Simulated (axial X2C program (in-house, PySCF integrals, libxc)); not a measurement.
Potential curves of Sr₂, 2c

All values were computed with an in-house all-electron X2C program for linear molecules (integrals from PySCF). Two-component (2c) means X2C with spin–orbit coupling and atomic mean-field two-electron Coulomb and Gaunt terms. Basis: Sr dyall-cv3z [13s12p8d5f1g] (cores contracted in-house); Gaussian nuclei, density fitting, unrestricted open shells. Masses: Sr 87.906 u.

State: Ω = 0 (closed shell). Energies in eV from the fragments at the same level (Sr + Sr). Fits are polynomials in 1 − R0/R over 0.85 to 1.23 times the lowest point R0.

```tsv
R (Å)	MP2	PBE0	CCSD(T)
4.0394	0.1145	-0.0758	
4.2251	0.0210	-0.1390	-0.0313
4.3644	-0.0244	-0.1647	-0.0699
4.5037	-0.0543	-0.1771	-0.0935
4.6430	-0.0727	-0.1798	-0.1061
4.8055	-0.0837	-0.1748	-0.1113
4.9680	-0.0871	-0.1638	-0.1096
5.1769	-0.0845	-0.1452	-0.1018
5.4323	-0.0758	-0.1197	
5.8037	-0.0598	-0.0848
```

Correlated methods: 4 electrons correlated (number of frozen shells: Sr 4 s, 3 p, 1 d), 328 virtual spin orbitals or spinors in MP2, 90 natural virtuals in coupled cluster.

Occupations by symmetry block were frozen at the best pattern of an incomplete PBE0 search. De is counted from the lowest determinant-based energies of the atoms at the same level, without counterpoise correction. CCSD and (T) use frozen natural virtuals with an MP2 correction for the truncation; (T) itself is uncorrected, so its De runs slightly low. The outer-core s and p shells of the metal are frozen in the correlated rows, which leaves out core–valence correlation; for alkali and alkaline-earth bonds that tends to lengthen them. With the outer-core shells frozen, correlated bond lengths of heavy atoms tend to come out a few hundredths of an ångström too long. Coupled cluster ran on the points near the minimum only. MP2 and coupled cluster on one determinant become unreliable at the stretched end.

(1) What are Re, ωe and De at the MP2 level?

(2) Fit the PBE0 curve near its minimum: give the equilibrium distance, the harmonic wavenumber and the well depth.

(3) Fit the CCSD(T) curve near its minimum: give the equilibrium distance, the harmonic wavenumber and the well depth.

## Answers

(1) At MP2, 2c: Re = 4.987 Å, ωe ≈ 32.9 cm⁻¹, De = 0.09 eV to Sr + Sr; Be follows as 0.0154 cm⁻¹.

(2) At PBE0, 2c: Re = 4.623 Å, ωe ≈ 47.5 cm⁻¹, De = 0.18 eV to Sr + Sr; Be follows as 0.0179 cm⁻¹.

(3) At CCSD(T), 2c: Re = 4.836 Å, ωe ≈ 37.8 cm⁻¹, De = 0.11 eV to Sr + Sr; Be follows as 0.0164 cm⁻¹.
